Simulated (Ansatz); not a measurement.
Mulliken charges of `O=[C]([SiH3])[GaH2]` from PBE/def2-TZVPP in Ansatz (PBE0-D4/def2-TZVP geometry).

```
atom   x (Å)   y (Å)   z (Å)  charge (e)
  O1   1.325  -1.081   0.439      -0.208
  C2   0.407  -0.334   0.137       0.068
 Si3   0.621   1.276  -0.889       0.219
 Ga4  -1.127  -1.313   0.997       0.112
  H5  -0.254   1.126  -2.081      -0.039
  H6   0.086   2.377  -0.045      -0.039
  H7   2.028   1.541  -1.286      -0.039
  H8  -1.741  -2.511   0.198      -0.037
  H9  -1.345  -1.081   2.529      -0.037
```

**Question.** By hand: the dipole of these point charges (1 e Å = 4.8032 D).

**Answer.** Σ q r = (-0.197, 0.271, -0.133) e Å, of length 0.360 e Å = 1.73 D.

**Question.** How does the dipole of the full density compare? (Best estimate.)

**Answer.** Computed: (-0.199, 0.289, -0.143) e Å, 1.82 D; the point charges give 0.95 times that, at 1° from its direction.

Point charges leave out the atoms' own dipoles, such as those of lone pairs, and Mulliken's split depends on the basis, so the close match here is no proof of good charges.
